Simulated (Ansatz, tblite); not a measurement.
Species of one formula, K4I4 (singlet), each relaxed with r2SCAN-D4/def2-SVP in Ansatz.

In the def2 sets I takes a core potential; there is no spin–orbit coupling. The xTB rows come from tblite. Correlated methods freeze 36 core orbitals; core or outer-core shells of I, K are correlated, in sets that lack core-valence functions.

Other spin states weren't relaxed.

A: (KI)4 cube (K4I4)

```xyz
8

I     2.436   -1.025   -1.633
I    -2.269   -2.127   -0.069
I     0.861    0.489    2.929
I    -1.030    2.661   -1.231
K     0.919   -2.376    1.098
K    -0.768   -0.437   -2.614
K    -2.175    0.914    1.457
K     2.026    1.899    0.062
```

B: (KI)4 ring (K₄I₄)

```xyz
8

I     0.394   -0.392    2.438
I     4.409    1.839   -2.471
I    -0.379    0.342   -2.444
I    -4.422   -1.797    2.477
K    -1.951   -1.417    4.550
K     2.244    0.722   -0.184
K     1.935    1.465   -4.542
K    -2.230   -0.764    0.177
```

Problem. Estimate their order by electronic energy at RPA@PBE/def2-TZVP, counted from the lowest.

Solution. A (0.00) < B (0.84), in eV.

Problem. Do the other levels pick the same lowest one?

Solution. All that were run do. Energies above each level's lowest (eV):

```csv
level,A,B
GFN1-xTB,0.00,1.14
GFN2-xTB,0.00,0.27
HF/def2-TZVP,0.00,0.60
PBE-D4/def2-SVP,0.00,0.93
PBE-D4/def2-TZVP,0.00,0.83
BLYP-D4/def2-TZVP,0.00,0.82
r2SCAN-D4/def2-TZVP,0.00,0.81
r2SCANh-D4/def2-TZVP,0.00,0.82
PBE0-D4/def2-SVP,0.00,0.92
PBE0-D4/def2-TZVP,0.00,0.83
BHLYP-D4/def2-TZVP,0.00,0.92
RPA@PBE/def2-TZVP,0.00,0.84
MP2/def2-TZVP,0.00,0.87
```
Point groups (tolerance 0.1 Å): A Td, B not assigned. From def2-SVP to def2-TZVP the PBE0 values move by up to 0.09 eV, so results in the small set are rough.
